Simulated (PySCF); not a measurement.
O4Ru, multiplicity 1. Atoms are numbered in the order given.

```xyz
5

Ru     0.0000     0.0000     0.0000
O     -0.9691     0.9691    -0.9691
O      0.9691     0.9691     0.9691
O      0.9691    -0.9691    -0.9691
O     -0.9691    -0.9691     0.9691
```

Geometry optimised at B3LYP-D3(BJ)/def2-SVP. The multiplicity is an assumed one; other spin states were not compared. The isomer is the one that the SMILES or the coordinates give; other isomers of the formula were not compared. The def2 effective core potentials stand for the cores of Ru; spin–orbit coupling is left out.

Computed with TDDFT-ωB97X/def2-SVPD in PySCF.

Vertical excitations; the highest root listed may be one member of a degenerate set.  State labels are in the subgroup D2.

Task: Give excitation energies, oscillator strengths and character. (The exact figures need the calculation; the answer reports its results.)

Result: 
| state | symmetry | energy (eV) | λ (nm) | f | main pairs |
|---|---|---|---|---|---|
| S1 | B2 | 3.08 | 403 | 0.000 | HOMO−1→LUMO (degenerate set) |
| S2 | B3 | 3.08 | 403 | 0.000 | HOMO→LUMO+1, HOMO→LUMO (degenerate set) |
| S3 | B1 | 3.08 | 403 | 0.000 | HOMO−2→LUMO+1 (degenerate set) |
| S4 | B1 | 3.69 | 336 | 0.006 | HOMO−2→LUMO, HOMO−5→LUMO+1 (degenerate set) |
| S5 | B2 | 3.69 | 336 | 0.006 | HOMO−1→LUMO+1, HOMO−4→LUMO (degenerate set) |
| S6 | B3 | 3.69 | 336 | 0.006 | HOMO→LUMO, HOMO→LUMO+1, HOMO−3→LUMO+1, HOMO−3→LUMO (degenerate set) |
| S7 | B1 | 4.04 | 307 | 0.000 | HOMO−5→LUMO (degenerate set) |
| S8 | B2 | 4.04 | 307 | 0.000 | HOMO−4→LUMO+1 (degenerate set) |
| S9 | B3 | 4.04 | 307 | 0.000 | HOMO−3→LUMO, HOMO−3→LUMO+1 (degenerate set) |
| S10 | B3 | 4.81 | 258 | 0.018 | HOMO−3→LUMO+1 32 %, HOMO−3→LUMO 26 %, HOMO→LUMO 12 %, HOMO→LUMO+1 10 % |
| T1 | B1 | 2.45 | 507 | 0 | HOMO−2→LUMO (degenerate set) |
| T2 | B3 | 2.45 | 507 | 0 | HOMO→LUMO, HOMO→LUMO+1 (degenerate set) |
| T3 | B2 | 2.45 | 507 | 0 | HOMO−1→LUMO+1 (degenerate set) |
| T4 | B2 | 2.82 | 440 | 0 | HOMO−1→LUMO 91 % |
Triplets are in the Tamm–Dancoff approximation, which puts them higher than full response would, so one can lie above its singlet here.
